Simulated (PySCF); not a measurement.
Cl4Se, SMILES Cl[Se+](Cl)(Cl)Cl, charge +1, multiplicity 2. Atoms are numbered in the order given.

```xyz
5

Se     0.0000     0.0000    -0.1657
Cl     0.0000     2.1152    -1.0090
Cl     0.0000    -2.1152    -1.0090
Cl     1.6840     0.0000     1.1748
Cl    -1.6840     0.0000     1.1748
```
Charge +1, spin multiplicity 2.

Coordinates come from a B3LYP-D3(BJ)/def2-SVP optimisation.

Level of theory: PBE/def2-TZVP (PySCF).

Isolated molecule, no solvent.

```yaml
total_energy: -4240.96216 hartree
point_group: C2v
"α spin, highest occupied and lowest empty level": -12.68 and -9.85 eV
"β spin, highest occupied and lowest empty level": -13.38 and -12.04 eV
dipole_moment_about_the_centre_of_nuclear_charge: 0.44 D
mean_static_polarisability: 90.0 bohr³ (13.33 Å³)
polarisability_principal_values: 76.2, 81.2, 112.5 bohr³
"⟨S²⟩": 0.754 (pure state 0.75)
```
